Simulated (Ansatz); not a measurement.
Basis-set extrapolation for `O[SiH](O)O[SiH3]` (PBE0-D4/def2-TZVP geometry, frozen core, the Gaussian-basis code of Ansatz). Multiplicity 1, RHF reference.

|  | def2-TZVPP | def2-QZVPP |
| --- | --- | --- |
| HF | -806.294995 | -806.325844 |
| MP2 correlation | -0.957316 | -1.035632 |
| CCSD(T) correlation | -1.024706 | not run |

Energies in hartree. Use E(X) = E(∞) + A·exp(−7.88·√X) for Hartree–Fock and E(X) = E(∞) + B·X^(−2.97) for correlation, with X = 3 and 4, and add CCSD(T) minus MP2 of the smaller set to the MP2 limit.

Q: What is the CCSD(T) energy at the basis-set limit?

A: HF limit: -806.325844 + (-0.030849) × 0.13774 = -806.33009. MP2 limit: -1.035632 + (-0.078316) × 0.74074 = -1.09364. Higher-order term: -1.024706 − (-0.957316) = -0.06739. Total: -807.49112 hartree, 450.1 kJ/mol below CCSD(T)/def2-TZVPP.
